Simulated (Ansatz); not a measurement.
Reaction (atomization): `C=C[Si](N)(C=C)C=C` → 6 C• + 11 H• + N• + Si•

Calculated with Ansatz (gas phase, PBE0-D4/def2-TZVP geometries, no zero-point term in ΔE). CCSD(T)/CBS is the MP2 limit (def2-TZVPP, def2-QZVPP) plus CCSD(T) − MP2 in def2-TZVPP, frozen cores. This one scheme is used for every species, atoms too. Functionals use def2-TZVPP. HSE06 is defined as in plane-wave codes. No spin–orbit coupling; open shells (•) take unrestricted orbitals. Spin–orbit coupling would lower the free atoms: a little for C, Si. Each species was taken in one conformer, which may not be the lowest.

`C=C[Si](N)(C=C)C=C`:

Z-matrix (Å, degrees):
```
Si
C 1 1.868
C 1 1.864 2 108.7
C 1 1.864 2 107.8 3 -120.2
N 1 1.718 2 114.3 3 119.5
C 2 1.330 1 123.2 3 -110.8
H 2 1.091 1 119.1 3 69.9
C 3 1.331 1 123.7 2 10.3
H 3 1.090 1 118.2 2 -169.3
C 4 1.331 1 123.5 2 -140.2
H 4 1.090 1 118.6 2 39.8
H 5 1.006 1 120.2 2 -86.0
H 5 1.007 1 121.4 2 63.1
H 6 1.087 2 122.7 1 -179.4
H 6 1.087 2 121.2 1 0.4
H 8 1.087 3 121.4 1 0.2
H 8 1.087 3 122.4 1 -179.9
H 10 1.087 4 122.4 1 -180.0
H 10 1.087 4 121.2 1 -0.2
```

CCSD(T)/CBS gives +7823.2 kJ/mol.

Task: Another level gave +7720.4 kJ/mol. Which?
A. r2SCAN0/def2-TZVPP
B. HSE06-D4/def2-TZVPP
C. LC-ωPBE/def2-TZVPP
D. B2PLYP/def2-TZVPP

Result: A. r2SCAN0 7720.4, HSE06-D4 7884.1, B2PLYP 7756.5, LC-ωPBE 7795.4 kJ/mol.

Largest T1 diagnostic among the species: 0.012.

In def2-TZVPP, CCSD(T) changes the Hartree–Fock value by +1854.4 kJ/mol (the triples alone add +120.9 kJ/mol) and MP2 by +1969.3 kJ/mol; breaking electron pairs costs correlation energy, which Hartree–Fock lacks. From BLYP to BHLYP (50 % exact exchange), in def2-TZVPP and without D4, ΔE moves by −153.8 kJ/mol: exact exchange takes away binding that semilocal exchange gives to molecules. Leaving LDA and LC-ωPBE aside and taking each functional with its dispersion term where it has one, the values, not all of them listed here, spread over 369.4 kJ/mol, from BHLYP-D4 to PBE-D4. LDA lies +940.5 kJ/mol from PBE without D4, its usual overbinding.

For atomizations the MP2-based limit and the directly extrapolated one differ by several kJ/mol either way, and by 10 to 25 for some Ge, Se and Sn compounds, so smaller differences from it don't rank the levels.
